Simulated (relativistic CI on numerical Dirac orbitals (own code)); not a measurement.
# Sc²⁺ in a cubic cluster: 3s photoemission with charge transfer

Computed with a charge-transfer multiplet model of a cubic metal-ligand cluster with up to 2 ligand holes, Slater and spin-orbit integrals from Dirac-Coulomb-Breit ions, Slater integrals scaled by 0.8. The ground state mixes d1 with configurations of k ligand holes L, whose averages lie at kΔ + k(k − 1)U_dd/2; a core hole lowers each added d electron by U_cd. 300 K, Lorentzian 1.4 eV and Gaussian 0.8 eV FWHM.

Atomic integrals in eV (Slater integrals scaled, ζ unscaled), ground: F2dd 4.710, F4dd 2.885, zeta_d 0.008; with the core hole: F2dd 4.710, F4dd 2.885, zeta_d 0.013, G2cd 7.380. Where a configuration has fewer than two d electrons, the dd integrals are those of d2.

Cluster parameters (eV): Δ = 5.3, U_dd = 4.4, U_cd = 5.3, 10Dq = 0.35, 10Dq(ligand) = 1, final-state hopping factor = 1.

```
                              Case   n_d    d1   d2L  d3L2     S
V(eg) = 0.75 eV, V(t2g) = -0.33 eV  1.10  0.90  0.10  0.00  0.50
V(eg) = 1.05 eV, V(t2g) = -0.46 eV  1.17  0.83  0.16  0.01  0.50
 V(eg) = 1.35 eV, V(t2g) = -0.6 eV  1.25  0.77  0.22  0.01  0.50
V(eg) = 1.65 eV, V(t2g) = -0.73 eV  1.32  0.70  0.27  0.02  0.50
   V(eg) = 2.25 eV, V(t2g) = -1 eV  1.45  0.60  0.36  0.04  0.50
```

Weights, n_d and S are thermal averages at 300 K. Binding energies count from the first peak over 30 % of the highest in each spectrum, which can be another peak from case to case. The parameters are a model scan and need not match a compound or its usual spin state. Peaks in eV (height, largest 100):
- V(eg) = 0.75 eV, V(t2g) = -0.33 eV: 0.0 (88), 2.8 (100)
- V(eg) = 1.05 eV, V(t2g) = -0.46 eV: 0.0 (100), 3.1 (71), 4.6 (64), 7.6 (21)
- V(eg) = 1.35 eV, V(t2g) = -0.6 eV: 0.0 (100), 3.1 (50), 5.5 (42), 8.7 (15)
- V(eg) = 1.65 eV, V(t2g) = -0.73 eV: 0.0 (100), 2.9 (43), 6.2 (28), 9.6 (11)
- V(eg) = 2.25 eV, V(t2g) = -1 eV: 0.0 (100), 2.9 (39), 7.7 (12), 9.1 (13), 11.8 (7)

For the case V(eg) = 1.65 eV, V(t2g) = -0.73 eV, Δ = 5.3 eV is larger than U_dd = 4.4 eV, the Mott-Hubbard side of the Zaanen-Sawatzky-Allen scheme. With the core hole the average of the configuration with one ligand hole lies at Δ − U_cd = 0.0 eV before mixing: the effective hopping of about 3.6 eV (from the holes of the mixed ground state) is comparable with this gap or larger, so the configurations mix strongly.

Without intra-shell correlation the exchange splitting of the 3s hole comes out too large.
